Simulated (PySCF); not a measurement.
C₃H₉NSi₂, SMILES CC1=N[C@@H]([SiH3])[SiH2]1.

The structure is a stationary point at r2SCAN-D4/def2-SVP. The structure was generated by enumeration; whether it is a known compound was not checked.

Two levels are set side by side: PBE/def2-TZVP (PySCF) and ωB97X/def2-TZVP (PySCF). Same geometry, gas phase. Differences are taken from unrounded values.

| quantity | ωB97X | PBE | PBE minus ωB97X |
|---|---|---|---|
| orbital gap (eV) | 10.75 | 3.75 | -7.00 |
| highest occupied level (eV) | -9.27 | -5.58 | 3.69 |
| lowest empty level (eV) | 1.48 | -1.83 | -3.31 |
| dipole moment (D) | 1.97 | 1.74 | -0.23 |
| mean polarisability (bohr³) | 93.7 | 99.8 | 6.1 |

Without exact exchange PBE keeps part of each electron's self-repulsion, which lifts occupied levels and narrows the gap. PBE's more diffuse valence density responds more strongly to a field. Differences between two approximate levels are no errors against the true value.

Rough cost on one machine, each run with all the roots and properties that it gave: ωB97X against PBE within a factor of 2.
